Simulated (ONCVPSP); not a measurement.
**Configuration tests for rubidium (ONCV)**

- Element: Rb
- Generator: ONCVPSP 4.0.1
- Type: optimised norm-conserving Vanderbilt (ONCV)
- Functional: LDA (Perdew-Wang 92)
- Relativity: scalar-relativistic
- Frozen core: [Ar] 3d10 4s2
- Valence charge: 7
- Reference configuration: 4p6 5s1
- Partial waves: 5s: rc 4.00 bohr, ncon 4, nbas 8, qcut 1.3 1/bohr, 2 projectors, debl 1.9 Ha; 4p: rc 2.00 bohr, ncon 5, nbas 10, qcut 7.3 1/bohr, 3 projectors, debl 1 Ha; d scattering state at 0.04 Ha: rc 4.40 bohr, ncon 5, nbas 10, qcut 2.5 1/bohr, 2 projectors, debl 0.3 Ha
- Local potential: polynomial inside 1.60 bohr (lpopt 5, dvloc0 0 Ha)
- Core correction: polynomial model core, fcfact 0.6

In the d channel the program set the typed energies aside and used 0.050, 0.350 Ha.

Energies are relative to the spin-unpolarised reference configuration 4p6 5s1; without spin polarisation the order of configurations can differ from experiment.

| valence configuration | charge | ΔE all-electron (eV) | error AE − PS (meV) |
| --- | --- | --- | --- |
| 4p6 5s0 | +1 | 4.274 | -3.5 |
| 4p6 5s0.5 | +0.5 | 1.658 | -0.4 |
| 4p6 5s0 5p1 | 0 | 1.618 | -2.9 |

Task: What are ΔE and the potential's error for 4p5 5s1?

Result: ΔE = 21.240 eV all-electron; the error (AE − PS) is -85 meV.

Levels in the configuration 4p6 5s0:

```tsv
level	all-electron (eV)	pseudo (eV)
4p	-21.792	-21.767
```

Note: ghosts flagged at negative energy: s at -13.9 eV, d at -143.8 eV; GHOST(+) flagged for s at 66.4 eV. A true bound ghost makes a file unfit for plane-wave use.
